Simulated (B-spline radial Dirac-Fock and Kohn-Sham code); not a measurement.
Z = 47 (silver), transition energy 1280 keV. These are calculated numbers from a B-spline atomic structure program; the model is a Dirac-Hartree-Slater potential of the neutral atom with a Latter tail (no hole, which puts coefficients of high multipoles low close above an edge), finite nucleus with surface currents. Subshells that would emit electrons below 1 keV are left out, and so is internal pair formation.

Problem. A pure transition shows α(K) = 0.000553, L1/L2 = 29.9 and L1/L3 = 38.5. What is its multipolarity?
A. M1
B. E1
C. M2
D. M4
E. E3
F. E2
G. E4
H. M3

Solution. F. For comparison, α(K), L1/L2, L1/L3 are E1 0.000256, 69.1, 38.7; E3 0.00106, 14.7, 33.7; E4 0.00193, 8.62, 26.9; M1 0.000630, 47.7, 102; M2 0.00140, 30.8, 117; M3 0.00267, 21.5, 72.5; M4 0.00484, 15.9, 38.2.
